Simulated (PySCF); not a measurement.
**Highest orbital energy against ionisation energy along the 4p block**

Calculated with PySCF 2.14, no spin-orbit coupling. Each cell gives −ε(HOMO) / ΔSCF in eV; NIST values include spin-orbit coupling, (s) semi-empirical, (t) theoretical.

```
                                                                              species              UHF             LDA             PBE             PBE0          r2SCAN  NIST (lowest levels)
Ga (x2c-QZVPPall with one added diffuse shell each of s, p, d, f type, spin-free X2C)    5.822 / 5.530   2.937 / 6.046   2.942 / 5.964    3.767 / 5.983   3.188 / 6.110                 5.999
Ge (x2c-QZVPPall with one added diffuse shell each of s, p, d, f type, spin-free X2C)    7.891 / 7.402   4.409 / 8.011   4.385 / 7.887    5.388 / 7.919   4.693 / 8.044                 7.899
As (x2c-QZVPPall with one added diffuse shell each of s, p, d, f type, spin-free X2C)   10.043 / 9.407  5.962 / 10.024   5.921 / 9.879    7.099 / 9.939  6.309 / 10.082                 9.789
Se (x2c-QZVPPall with one added diffuse shell each of s, p, d, f type, spin-free X2C)    9.458 / 8.543   5.812 / 9.893   5.712 / 9.642    6.865 / 9.626   5.989 / 9.676                 9.752
Br (x2c-QZVPPall with one added diffuse shell each of s, p, d, f type, spin-free X2C)  11.782 / 10.712  7.563 / 12.075  7.433 / 11.787   8.750 / 11.792  7.754 / 11.851                11.814
Kr (x2c-QZVPPall with one added diffuse shell each of s, p, d, f type, spin-free X2C)  14.237 / 13.033  9.392 / 14.323  9.247 / 14.020  10.737 / 14.062  9.649 / 14.135                14.000
```

Q: How far is −ε(HOMO) from ΔSCF on average for each method, and why?

A: UHF 0.77 eV; LDA -4.05 eV; PBE -3.92 eV; PBE0 -2.79 eV; r2SCAN -3.72 eV. Hartree-Fock orbital energies lack relaxation and so exceed the ΔSCF value; semilocal functionals have convex E(N) from self-interaction, so their HOMO lies far too high; exact exchange moves hybrids part of the way back.
